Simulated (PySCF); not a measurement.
C₂H₃O₂, SMILES [CH2]C(=O)O, multiplicity 2. Atoms are numbered in the order given.

```xyz
7

C      0.2624    -1.3854     0.0000
C     -0.1074     0.0206     0.0000
O     -1.2491     0.4326     0.0000
O      0.9609     0.8490     0.0000
H      1.3108    -1.6894     0.0000
H     -0.5393    -2.1252     0.0000
H      0.6044     1.7508     0.0000
```
Charge 0, spin multiplicity 2.

Coordinates come from a ωB97X-D3(BJ)/def2-SVP optimisation. The isomer is the one that the SMILES or the coordinates give; other isomers of the formula were not compared. One conformer was computed; it need not be the lowest.

Method: PySCF with PBE/pcH-1.

Unrestricted Kohn–Sham, ⟨S²⟩ = 0.754. Hyperfine tensors hold the contact and dipolar terms, without spin-orbit corrections.

**Question.** Estimate the hyperfine couplings. (The exact figures need the calculation; the answer reports its results.)

**Answer.** 
```tsv
nucleus	A(iso) (MHz)	A(iso) (G)	dipolar principal values (MHz)
13C no. 1	69.2	24.7	-73.2, -72.9, 146.1
13C no. 2	-38.9	-13.9	-5.3, 0.1, 5.2
17O no. 3	-5.6	-2.0	-51.5, 25.4, 26.1
17O no. 4	3.9	1.4	-8.9, 3.7, 5.3
1H no. 5	-57.2	-20.4	-33.5, -2.0, 35.4
1H no. 6	-57.9	-20.6	-32.8, -2.2, 34.9
1H no. 7	-3.8	-1.4	-2.8, -2.4, 5.2
```

**Question.** And the g tensor (effective nuclear charges for spin-orbit coupling, GIAO)? (Estimate from the structure and the level; the computed values follow.)

**Answer.** principal values 2.0022, 2.0037, 2.0056; isotropic 2.0038.
